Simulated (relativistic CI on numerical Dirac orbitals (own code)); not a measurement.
# Hyperfine structure of Os¹⁰⁺, mass number 187

Method of calculation: Dirac-Coulomb-Breit CI, KLI orbitals optimised for each configuration, model QED, unscaled Slater integrals (own radial code, finite nucleus).

Configuration list (outside the closed core [Kr] 4d10): 4f14 5s2 5p4, 4f13 5s2 5p5, 4f14 5s 5p5, 4f14 5s2 5p3 5d, 4f14 5s 5p4 5d, 4f14 5s2 5p3 5f, 4f13 5s2 5p4 5d, 4f14 5s2 5p3 6s, 4f14 5s2 5p3 5g, 4f14 5p6, 4f13 5p6 5d. Double excitations out of closed p, d and f shells are left out; levels of such configurations are missing from the list, as are those of other unlisted configurations, and high levels can miss mixing partners.

Nuclear spin I = 1/2, μ = 0.06442 μN (tables of Stone and Pyykkö). The electronic factors are computed for point nuclear moments, without core polarisation or the Bohr-Weisskopf and QED corrections.

```csv
Level,E (cm⁻¹),A (MHz)
4f14 5s2 5p4 3P_2,0.0,1113
4f14 5s2 5p4 3P_1,111215.5,-1208
4f14 5s2 5p4 1D_2,124521.5,3331
4f13 5s2 5p5 3F_4,156488.2,399.8
4f13 5s2 5p5 1F_3,157827.3,247.9
4f13 5s2 5p5 3G_5,162666.5,494.9
4f13 5s2 5p5 3F_3,176321.7,605.3
4f13 5s2 5p5 1D_2,178116.6,-73.65
```

Levels with J = 0, under 50 % of one LS term, or S terms without an open s electron are left out. Small factors come from cancelling terms and can be off by tens of per cent or more.

At this charge transitions that keep the count of f electrons are usually good to a few per cent. Levels and lines within the n = 5 or 6 shells can be off by up to 10 % or somewhat more, and those that change n by about 2 %, since core polarisation is missing. Levels that differ in their count of f electrons can be misplaced by several ten thousand cm⁻¹, since the correlation energy of f electrons is missing or only estimated; rates across such gaps can be off by orders of magnitude.

Question: Give the hyperfine levels of 4f14 5s2 5p4 3P_2 relative to its centre of gravity.

Answer: With K = F(F + 1) − I(I + 1) − J(J + 1), E = AK/2: F = 3/2: -1669, F = 5/2: 1113 MHz.

LS names give the leading component of a level, which can be under half, so a name can repeat, a term be missing and a line seem to break the LS rules.
